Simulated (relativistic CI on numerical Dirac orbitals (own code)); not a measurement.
**La³⁺: M4,5 absorption edge**

Computed with this model: Dirac-Coulomb-Breit CI, KLI orbitals optimised for each configuration, a model potential for QED, valence Slater integrals scaled by 0.7, multiplet model of core-to-valence dipole absorption; configurations [Kr] 4d10 5s2 5p6 → [Ar] 3d9 4s2 4p6 4d10 4f 5s2 5p6; 300 K; Lorentzian 0.6 eV and Gaussian 0.4 eV FWHM. Energies are those of the free ion, without screening or charge transfer. The branching ratio is the share of the lower-energy edge in the whole absorption, uncertain by about 0.02 where the edges overlap. S is read from ⟨S²⟩ = S(S + 1).

Computed curve for free ion, scaled to 100 at the maximum (points under 2 are left out and the grid is thinned):

```tsv
Energy (eV)	Intensity
834.6	2.1
834.8	2.5
835.1	3.5
835.3	4.6
835.5	6.3
835.7	9.0
836.0	18.1
836.2	31.8
836.4	55.0
836.6	76.3
836.9	62.1
837.1	37.4
837.3	21.0
837.5	12.6
837.8	6.9
838.0	5.0
838.2	3.8
838.4	3.0
838.7	2.2
850.7	2.3
850.9	2.7
851.1	3.4
851.4	4.8
851.6	6.3
851.8	8.7
852.0	12.8
852.3	26.6
852.5	47.4
852.7	78.9
852.9	100.0
853.2	70.5
853.4	40.8
853.6	23.1
853.8	14.2
854.1	8.0
854.3	5.9
854.5	4.5
854.7	3.5
855.0	2.6
855.2	2.2
```

The ground state has S = 0.00, and the centroid lies at 845.74 eV.
